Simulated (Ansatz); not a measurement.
Consider the formal exchange of groups at the Si–O bond: `[SiH3][SiH2][O][GeH3]` + `C[SeH]` → `[SiH3][SiH2]C[SeH]` + `[OH][GeH3]`.

Computed with Ansatz on PBE0-D4/def2-TZVP structures; ΔE is electronic, products minus reactants. CCSD(T)/CBS is the MP2 limit (def2-TZVPP, def2-QZVPP) plus CCSD(T) − MP2 in def2-TZVPP, frozen cores. Functionals use def2-TZVPP. For Ge, Se outer-core shells are correlated without core-valence functions, which leaves a few kJ/mol of doubt a bond. Scalar relativity is left out up to krypton. Each species was taken in one conformer, which may not be the lowest.

(1) Is it downhill or uphill in electronic energy at CCSD(T)/CBS, and by how much? (Estimate.)

(2) What do these levels give: LDA (SPW92), r2SCAN0-D4, PBE-QIDH, r2SCANh, SCS-MP2/def2-QZVPP, HF/CBS(def2)? (Estimate.)

Largest T1 diagnostic among the species: 0.013.

Results:

(1) The calculation gave: Uphill: ΔE = +94.0 kJ/mol.

(2) Computed: LDA (SPW92) 80.4, r2SCAN0-D4 96.7, PBE-QIDH 93.4, r2SCANh 96.5, SCS-MP2/def2-QZVPP 100.0, HF/CBS(def2) 125.8 kJ/mol.

From PBE to PBE0 (25 % exact exchange), in def2-TZVPP and without D4, ΔE moves by +4.5 kJ/mol. In def2-TZVPP, CCSD(T) changes the Hartree–Fock value by −27.8 kJ/mol (the triples alone add −4.0 kJ/mol) and MP2 by −29.9 kJ/mol. The D4 term adds −4.8 kJ/mol with B3LYP and −2.4 kJ/mol with PBE0; it sums over pairs of atoms, weighted by their polarisabilities, and B3LYP, whose exchange is more repulsive, gets the larger term.

B3LYP here is the variant with VWN-RPA as its local correlation; programs differ in this.
